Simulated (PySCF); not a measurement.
C$_{4}$H$_{9}$Cl$_{2}$Sn (SMILES CCC[CH2][Sn]([Cl])[Cl]), doublet, geometry from GFN2-xTB (such geometries of metal compounds can be far from the true shape) (the spin is typed, not shown lowest) (core potentials on Sn); DF-PBE0/def2-SV(P) in PySCF.

Here is a job for PySCF.
```python
from pyscf import gto, scf, dft

mol = gto.M(
    atom='''
Sn    0.81022789    0.72105670    0.28106262
C     0.15719912   -1.48779757   -0.76240123
C    -0.58408643   -1.26538112   -2.03383495
C    -1.10781266   -2.59526695   -2.62359963
C    -2.21520923   -3.21874497   -1.78679294
H     1.09432883   -2.02572516   -0.86378185
H    -0.44152109   -1.84172039    0.06901036
H    -1.43877210   -0.60732449   -1.86604510
H     0.06972827   -0.80625581   -2.77927225
H    -1.48975664   -2.38203456   -3.62402429
H    -0.27672459   -3.29665598   -2.72238262
H    -3.02007898   -2.50508840   -1.62748533
H    -1.84433898   -3.54193412   -0.81791744
H    -2.62327716   -4.08686303   -2.29969426
Cl    0.76106071    0.18939230    2.61740253
Cl   -1.23409172    1.95436718    0.07190539
''',
    basis='def2-sv(p)',
    ecp={'Sn': 'def2-sv(p)'},
    spin=1,
    verbose=5,
)

mf = dft.UKS(mol)
mf.xc = 'pbe0'
mf = mf.density_fit(auxbasis='def2-universal-jkfit')
mf.kernel()
```

Problem. Write the output that PySCF gives for this input, abridged.

Solution. 
```
PySCF version 2.14.0

[INPUT] verbose = 5
[INPUT] max_memory = 4000
[INPUT] num. atoms = 16
[INPUT] num. electrons = 89
[INPUT] charge = 0
[INPUT] spin (= nelec alpha-beta = 2S) = 1
[INPUT] symmetry False subgroup None
[INPUT] Mole.unit = angstrom
[INPUT] Symbol           X                Y                Z      unit          X                Y                Z       unit  Magmom
[...]
[INPUT] ---------------- BASIS SET ----------------
[INPUT] l, kappa, [nprim/nctr], expnt,             c_1 c_2 ...
[INPUT] Sn
[...]
                                1.3672524155      0.22980877714
[...]
                                23.661818008      -0.1677606503
                                19.946281315      0.33989090393
                                6.8240270454      -0.84441791529
                                1.8771488722      0.92646952846
                                0.82033199226     0.5309109449
[...]
                                8.8171842499      -0.32351709661
                                1.2347028371      0.83846760898
                                0.57869142617     0.2329497705
[...]
                                20.852179275      -0.0068210073667
                                3.6907832774      0.27938420495
                                1.584940453       0.52607409874
                                0.62772693365     0.36149465348
[...]
[INPUT] C
[...]
                                186.29004992      0.040638409211
                                42.251176346      0.18025593888
                                11.676557932      0.46315121755
                                3.5930506482      0.44087173314
[...]
                                2.0103545142      0.21117025112
                                0.54771004707     0.51328172114
[...]
[INPUT] H
[...]
                                1.9622572         0.13796524
                                0.44453796        0.47831935
[...]
[INPUT] Cl
[...]
                                1571.7365221      0.014754727977
                                357.12065523      0.066679112875
                                100.25185935      0.17228924084
                                30.812727554      0.158837861
[...]
                                5.7045760975      0.60841752753
                                2.3508376809      0.54352153355
[...]
                                72.102015515      -0.063563355471
                                22.532680262      -0.24016428276
                                7.8991765444      -0.47798866557
                                2.8767268321      -0.38515850005
[...]
nuclear repulsion = 555.549743292466
number of shells = 68
number of NR pGTOs = 265
number of NR cGTOs = 136
basis = def2-sv(p)
ecp = {'Sn': 'def2-sv(p)'}

******** <class 'pyscf.df.df_jk.DFUKS'> ********
method = DFUKS
initial guess = minao
damping factor = 0
level_shift factor = 0
DIIS = <class 'pyscf.scf.diis.CDIIS'>
diis_start_cycle = 1
diis_space = 8
diis_damp = 0
SCF conv_tol = 1e-09
SCF conv_tol_grad = None
SCF max_cycles = 50
direct_scf = False
number electrons alpha = 45  beta = 44
XC library pyscf.dft.libxc version 7.1.2
    S. Lehtola, C. Steigemann, M. J. T. Oliveira, and M. A. L. Marques,  SoftwareX 7, 1–5 (2018)
XC functionals = pbe0
    C. Adamo and V. Barone,  J. Chem. Phys. 110, 6158 (1999)
    M. Ernzerhof and G. E. Scuseria,  J. Chem. Phys. 110, 5029 (1999)
radial grids:
    Treutler-Ahlrichs [JCP 102, 346 (1995); DOI:10.1063/1.469408] (M4) radial grids

becke partition: Becke, JCP 88, 2547 (1988); DOI:10.1063/1.454033
pruning grids: <function nwchem_prune>
grids dens level: 3
symmetrized grids: False
atomic radii adjust function: <function treutler_atomic_radii_adjust>
small_rho_cutoff = 0
Set gradient conv threshold to 3.16228e-05
Density of valence part of ANO basis will be used as initial guess for Sn
atom Sn rad-grids = 95, ang-grids = [ 50  50  50  50  50  50  50  50  50  50  50  50  50  50  50  50  50  50
[...]
  1.31036704e-01  1.43035269e-01  1.45175318e-01  1.57218273e-01
  1.72195114e-01  1.89015969e-01  2.07298863e-01  2.19491533e-01
  2.36769670e-01  2.41560043e-01  2.48748775e-01  2.91174878e-01
  3.11309274e-01  3.26566116e-01  3.40497218e-01  4.08148786e-01
  4.16202924e-01  4.42050953e-01  4.64289364e-01  4.75466822e-01
  4.80947403e-01  5.26198448e-01  5.69458440e-01  6.13187099e-01
  6.19318228e-01  6.47023595e-01  6.51625086e-01  6.62743478e-01
  6.81713164e-01  7.00261999e-01  7.07920068e-01  7.10544797e-01
  7.20909506e-01  7.22135648e-01  7.33901842e-01  7.50086965e-01
  7.52417303e-01  7.61706236e-01  7.71121432e-01  8.01573637e-01
  8.04936835e-01  8.13434432e-01  8.16265252e-01  8.21816161e-01
  8.22237443e-01  8.37619868e-01  8.51076797e-01  8.73831631e-01
  9.09123498e-01  9.11719809e-01  9.25325800e-01  9.59778915e-01
  9.82814317e-01  1.00181059e+00  1.04163327e+00  1.06290241e+00
  1.09605337e+00  1.13360511e+00  1.27784874e+00  1.28190945e+00
  1.40050715e+00  1.45755792e+00  1.65582527e+00  1.67331592e+00
  1.79141414e+00  1.87608689e+00  1.89453639e+00  1.93423108e+00
  1.94094598e+00  1.96099358e+00  2.03325577e+00  2.13220340e+00
  2.17549385e+00  2.24792869e+00  2.29924363e+00  2.35125838e+00
  2.37648778e+00  2.55192904e+00  2.57692950e+00  2.68509525e+00
  1.46173905e+01  1.48864740e+01  1.49152436e+01  5.17564005e+01]
  beta  mo_energy =
[-1.01648531e+02 -1.01647319e+02 -1.02720480e+01 -1.02493496e+01
 -1.02438083e+01 -1.02254557e+01 -9.49880504e+00 -9.49767209e+00
 -7.23693483e+00 -7.23583768e+00 -7.23204604e+00 -7.23168211e+00
 -7.23083370e+00 -7.23056589e+00 -5.17643795e+00 -3.50944012e+00
 -3.50872536e+00 -3.50741269e+00 -1.07506949e+00 -1.07309377e+00
 -1.07092188e+00 -1.06921061e+00 -1.06915587e+00 -8.38918813e-01
 -8.04420103e-01 -7.89090093e-01 -7.53567952e-01 -6.65264022e-01
 -6.01374627e-01 -5.06824245e-01 -4.91691741e-01 -4.74229884e-01
 -4.51281693e-01 -4.29901923e-01 -4.05686835e-01 -3.77083247e-01
 -3.65284659e-01 -3.62687573e-01 -3.58587562e-01 -3.29182277e-01
 -3.23473455e-01 -3.07529881e-01 -3.01771647e-01 -2.82976480e-01
 -1.48981555e-01 -6.66883590e-03 -3.27509871e-03  8.43589668e-03
  6.71662582e-02  8.69838382e-02  9.00753870e-02  1.07630544e-01
  1.32225083e-01  1.44959583e-01  1.47436758e-01  1.58394640e-01
  1.76614857e-01  1.97740577e-01  2.12381491e-01  2.25400924e-01
  2.41703907e-01  2.45148549e-01  2.51550196e-01  2.94720481e-01
  3.21067155e-01  3.34829720e-01  3.52142006e-01  4.13889417e-01
  4.20125676e-01  4.42893171e-01  4.70354727e-01  4.78776491e-01
  4.90157112e-01  5.38202761e-01  5.82258137e-01  6.16403036e-01
  6.22330192e-01  6.50059221e-01  6.55991052e-01  6.65423747e-01
  6.86019386e-01  7.03397333e-01  7.10997878e-01  7.12384671e-01
  7.23079367e-01  7.24772385e-01  7.35824152e-01  7.51360136e-01
  7.53820605e-01  7.63398088e-01  7.73160427e-01  8.03911821e-01
  8.12294239e-01  8.15451358e-01  8.20775650e-01  8.23388291e-01
  8.27916256e-01  8.42693309e-01  8.53537516e-01  8.78182390e-01
  9.12541968e-01  9.19938655e-01  9.29623213e-01  9.64351110e-01
  9.85031059e-01  1.00418634e+00  1.04466172e+00  1.06455642e+00
  1.09837146e+00  1.13949675e+00  1.28050132e+00  1.28425220e+00
  1.40642657e+00  1.46611446e+00  1.66310473e+00  1.68696316e+00
  1.80483215e+00  1.88440964e+00  1.90704009e+00  1.93984891e+00
  1.94588640e+00  1.98191386e+00  2.03899253e+00  2.13953041e+00
  2.17899142e+00  2.24955958e+00  2.30506473e+00  2.35308944e+00
  2.38430527e+00  2.55587306e+00  2.58074377e+00  2.68959479e+00
  1.46227573e+01  1.48876603e+01  1.49164963e+01  5.17574220e+01]
multiplicity <S^2> = 0.76691074  2S+1 = 2.0168398
nelec by numeric integration = [44.99999647 44.00000205]
E1 = -2965.065341669617  E2 = 1117.8194910016716  Ecoul = 1216.9848816421686  Exc = -99.16539064049702
Extra cycle  E= -1291.69610737548  delta_E= -3.12e-11  |g|= 5.37e-06  |ddm|= 2.02e-05
converged SCF energy = -1291.69610737548  <S^2> = 0.76691074  2S+1 = 2.0168398
```
